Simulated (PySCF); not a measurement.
**Scandium: a sound run and one with changed settings**

Sound run: Sc [Ar] 3d1 4s2, Sc⁺ [Ar] 3d1 4s1. Calculation: PySCF 2.14, in x2c-TZVPall (6s5p4d1f, 48 functions); scalar relativity by spin-free X2C-1e. In the sound run the correlated levels freeze [Ar]. The sound run starts from symmetry-adapted Hartree-Fock orbitals and uses a fine grid where one is needed.

A second run was set up differently.

| species | method | sound run (hartree) | changed run (hartree) | converged |
| --- | --- | --- | --- | --- |
| Sc | MP2 | -763.30284 | -763.52115 | yes |
| Sc⁺ | MP2 | -763.08035 | -763.28935 | yes |

Ionisation energy of Sc:

```tsv
method	sound run (eV)	changed run (eV)
UHF	5.394	5.394
MP2	6.054	6.307
SCS-MP2	6.189	6.373
```

**Question.** What was changed?
A. basis contracted for another Hamiltonian
B. all electrons correlated in a valence basis
C. minimal basis
D. level shift left on

**Answer.** B. A valence basis has no tight correlating functions, so it recovers only part of the core correlation, and not evenly between atom and ion.
